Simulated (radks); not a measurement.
Effect of the nuclear size on neutral antimony, [Kr] 4d10 5s2 5p3. All-electron calculation, Dirac Kohn-Sham, exchange-only LDA, spin-unpolarised, spherical densities, finite nucleus; open shells are shared between the two j in proportion to 2j + 1; Fermi nuclear charge, rms radius 4.6802 fm. Program: a radial shooting solver on a logarithmic mesh with Libxc functionals. The rms radius is varied about that value; shifts are against it.

rms radius (fm)  total energy shift (eV)  density at nucleus (e/bohr^3)  1s1/2 shift (meV)  2s1/2 shift (meV)  4p1/2 shift (meV)  5s1/2 shift (meV)
3.8565                             -1.49                      2.146e+05               -626              -72.2              0.223             -0.288
4.4228                            -0.493                      2.099e+05               -207              -23.8              0.074             -0.095
4.6802                                 0                      2.081e+05              0.000              0.000              0.000              0.000
4.9985                             0.641                      2.059e+05                269               31.0             -0.096              0.124
5.6256                              2.01                       2.02e+05                842               97.1             -0.300              0.387

Slopes of the eigenvalues against <r^2> in GHz/fm^2, as finite differences over the two radii next to the reference (eigenvalue slopes, not the field-shift constants of lines): 1s1/2 21200, 2s1/2 2440, 4p1/2 -7.55, 5s1/2 9.75.
